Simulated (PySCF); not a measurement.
C₂H₇Si, SMILES C[SiH]C (connectivity only; charge and spin as stated), charge +1, multiplicity 1. Atoms are numbered in the order given.

```xyz
10

C     -1.5814     0.5267     0.2574
Si    -0.0491    -0.3285    -0.2266
C      1.6413     0.2762     0.0742
H     -2.2042     0.6893    -0.6427
H     -2.1750    -0.1400     0.9115
H     -1.4041     1.4847     0.7659
H     -0.1899    -1.6283    -0.9250
H      2.1725     0.3577    -0.8932
H      2.1987    -0.4833     0.6548
H      1.6723     1.2418     0.5979
```
Charge +1, spin multiplicity 1.

Geometry: PBE0-D3(BJ)/def2-SVP. The spin state was assumed, not searched. The isomer is the one that the SMILES or the coordinates give; other isomers of the formula were not compared.

Level of theory: PBE0-D3(BJ)/def2-SVP (PySCF 2.14.0).

Frequencies are harmonic and unscaled.

Computed vibrational spectrum:
```csv
mode,ν (cm⁻¹),IR (km/mol),Raman (Å⁴/amu),depolarisation,moving atoms (share of kinetic energy)
1,44,0.0,0.1,0.75,H 97 %
2,56,1.0,0.4,0.75,"H 85 %, Si 10 %"
3,222,2.5,2.5,0.68,"H 37 %, C 36 %, Si 27 %"
4,464,4.8,5.9,0.75,H 94 %
5,575,0.0,0.9,0.75,"H 86 %, C 14 %"
6,613,0.5,3.2,0.75,H 93 %
7,668,0.1,18.9,0.13,"C 62 %, H 29 %, Si 9 %"
8,822,88.6,0.3,0.75,"H 66 %, C 21 %, Si 13 %"
9,830,22.3,5.9,0.75,"C 40 %, Si 31 %, H 29 %"
10,871,79.5,4.3,0.06,"H 61 %, C 26 %, Si 13 %"
11,938,146.6,3.2,0.75,"H 74 %, Si 16 %, C 10 %"
12,1255,114.0,0.3,0.75,"H 79 %, C 21 %"
13,1261,6.0,5.6,0.65,"H 81 %, C 19 %"
14,1374,3.6,7.6,0.75,H 95 %
15,1376,0.0,1.8,0.75,H 95 %
16,1387,18.1,16.7,0.59,H 96 %
17,1390,29.8,9.7,0.75,H 96 %
18,2313,17.7,138.1,0.19,H 96 %
19,3029,92.7,0.0,–,H 97 %
20,3033,3.5,323.1,0.02,H 97 %
21,3113,0.0,169.2,0.75,"H 91 %, C 9 %"
22,3115,54.2,8.1,0.75,"H 91 %, C 9 %"
23,3190,11.3,12.2,0.75,"H 91 %, C 9 %"
24,3191,29.5,116.5,0.72,"H 91 %, C 9 %"
```
